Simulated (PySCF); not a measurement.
Method: PBE0-D4/def2-TZVP run with PySCF. Gas-phase values, no solvent. One relaxed conformer stands for a flexible species; it need not be the lowest. Excitations are Tamm–Dancoff values on a coarser integration grid. The basis has no diffuse functions, so Rydberg states are missing or too high.

Reference species (SMILES): `NB(N)S` (N–B–S–H torsion 180°) (neutral, multiplicity 1).

| Quantity | Value |
|---|---|
| S1 excitation (TDA) | 5.83 eV |
| S1 oscillator strength | 0.001 |
| S1–T1 gap (TDA) | 0.46 eV |

Changed species: `NB(N)N` (0 of 3 NH2 replaced by SH; the reference has 1 of 3 NH2 replaced by SH).

Task: Predict the effect on the S1 excitation (TDA), S1 oscillator strength and S1–T1 gap (TDA).

Result: the S1 excitation (TDA) increases by 0.25 eV, to 6.08 eV; the S1 oscillator strength stays essentially unchanged; the S1–T1 gap (TDA) decreases by 0.17 eV, to 0.29 eV.
